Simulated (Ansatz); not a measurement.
Stepwise reaction of `[OH][Al]([O][SiH3])[O][SiH3]` with hydrogen sulfide, as a gas-phase model of exchange steps in deposition or etching. ΔE in kJ/mol.

Gas-phase electronic energies from Ansatz, PBE0-D4/def2-TZVP geometries. CCSD(T)/CBS is the MP2 limit (def2-TZVPP, def2-QZVPP) plus CCSD(T) − MP2 in def2-TZVPP, frozen cores. This one scheme is used for every species. DFT in def2-TZVPP. B3LYP here is the variant with VWN-RPA as its local correlation; programs differ in this. Each species was taken in one conformer, which may not be the lowest.

```csv
step,reaction,PBE-D4,B3LYP-D4,ωB97M-V,CCSD(T)/CBS
1,`[OH][Al]([O][SiH3])[O][SiH3]` + H₂S → `[OH][Al]([SH])[O][SiH3]` + `O[SiH3]`,33.2,49.6,44.9,46.0
```

Q: Give the row of step 2, `[OH][Al]([SH])[O][SiH3]` + H₂S → `[OH][Al]([SH])[SH]` + `O[SiH3]`. (An estimate is asked.)

A: Ansatz gave: 
| step | reaction | PBE-D4 | B3LYP-D4 | ωB97M-V | CCSD(T)/CBS |
| --- | --- | --- | --- | --- | --- |
| 2 | `[OH][Al]([SH])[O][SiH3]` + H₂S → `[OH][Al]([SH])[SH]` + `O[SiH3]` | 36.3 | 52.8 | 48.4 | 48.7 |

Q: By hand: ΔE of the 2 steps together at CCSD(T)/CBS.

A: (46.0) + (48.7) = 94.7 kJ/mol, or 47.4 kJ/mol a step.

In ΔE the steps differ by no more than 2.7 kJ/mol. All are uphill at CCSD(T)/CBS. PBE-D4 differs from CCSD(T)/CBS by -12.8 to -12.4 kJ/mol a step. Isolated molecules leave out the surface, adducts and barriers. Largest T1 diagnostic: 0.012.
